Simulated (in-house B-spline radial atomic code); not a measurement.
Ionisation energies along the 23-electron series, configuration [Ar] 3d5, as differences of self-consistent energies. Dirac energy differences include first-order Breit, QED and recoil terms. NIST's values go from ground level to ground level; the uncertainty of those that are theory runs from under 0.1 % in few-electron ions to several per cent in heavy many-electron ones. Computed with an all-electron radial atomic-structure program (B-spline basis): Dirac-Hartree-Fock, average of the configuration, finite nuclei.

```
  ion  configuration after  ionisation energy (eV)  IE/(q+1)² (eV)  Breit and QED recoil part (eV)  tabulated value (eV)    tabulated kind  computed minus tabulated (eV)
  Cr+             [Ar] 3d4                    13.5          3.3679                       0.0069312              16.48631          measured                           -3.0
 Mn2+             [Ar] 3d4                    30.3          3.3628                        0.010623                33.668          measured                           -3.4
 Fe3+             [Ar] 3d4                    51.0          3.1903                        0.012656                 54.91          measured                           -3.9
 Co4+             [Ar] 3d4                    75.4           3.017                        0.013258                  79.5    semi-empirical                           -4.1
 Ni5+             [Ar] 3d4                       ?               ?                               ?                     ?    semi-empirical                              ?
 Cu6+             [Ar] 3d4                       ?               ?                               ?                     ?    semi-empirical                              ?
 Zn7+             [Ar] 3d4                   168.7          2.6353                       0.0069198                 173.9    semi-empirical                           -5.2
 Ga8+             [Ar] 3d4                   206.2          2.5456                       0.0019258                   211  tabulated theory                           -4.8
 Ge9+             [Ar] 3d4                   246.9          2.4689                      -0.0046437                 252.1  tabulated theory                           -5.2
As10+             [Ar] 3d4                   290.7          2.4027                       -0.012892                   296  tabulated theory                           -5.3
Se11+             [Ar] 3d4                   337.7           2.345                       -0.022919                 342.9  tabulated theory                           -5.2
Br12+             [Ar] 3d4                   387.7          2.2943                       -0.034846                   393  tabulated theory                           -5.3
Kr13+             [Ar] 3d4                   440.9          2.2494                        -0.04876                   446  tabulated theory                           -5.1
Rb14+             [Ar] 3d4                   497.1          2.2095                       -0.064796                   502  tabulated theory                           -4.9
Sr15+             [Ar] 3d4                       ?               ?                               ?                     ?  tabulated theory                              ?
Zr17+             [Ar] 3d4                   684.3          2.1121                         -0.1267                   690  tabulated theory                           -5.7
Nb18+             [Ar] 3d4                   752.9          2.0855                        -0.15231                   758  tabulated theory                           -5.1
Mo19+             [Ar] 3d4                   824.5          2.0612                        -0.18059                   829  tabulated theory                           -4.5
Tc20+             [Ar] 3d4                   899.1          2.0389                        -0.21171                   904  tabulated theory                           -4.9
Ru21+             [Ar] 3d4                   976.9          2.0183                         -0.2457                   981  tabulated theory                           -4.1
Rh22+             [Ar] 3d4                  1057.7          1.9994                        -0.28276                  1061  tabulated theory                           -3.3
Pd23+             [Ar] 3d4                  1141.5          1.9818                        -0.32295                  1145  tabulated theory                           -3.5
```

Fill in the row of Ni5+.

ionisation energy (eV): 103.2; IE/(q+1)² (eV): 2.8672; Breit and QED recoil part (eV): 0.012525; tabulated value (eV): 108; computed minus tabulated (eV): -4.8.

Fill in the row of Cu6+.

ionisation energy (eV): 134.3; IE/(q+1)² (eV): 2.7413; Breit and QED recoil part (eV): 0.010423; tabulated value (eV): 139; computed minus tabulated (eV): -4.7.

Fill in the row of Sr15+.

ionisation energy (eV): 556.5; IE/(q+1)² (eV): 2.1737; Breit and QED recoil part (eV): -0.083049; tabulated value (eV): 562; computed minus tabulated (eV): -5.5.

Where a p, d or f electron is removed, the computed value is a mean over both j, so it misses the tabulated one by a part of the spin-orbit splitting; averaging over terms and missing correlation add to the gap, relatively most at low charge.
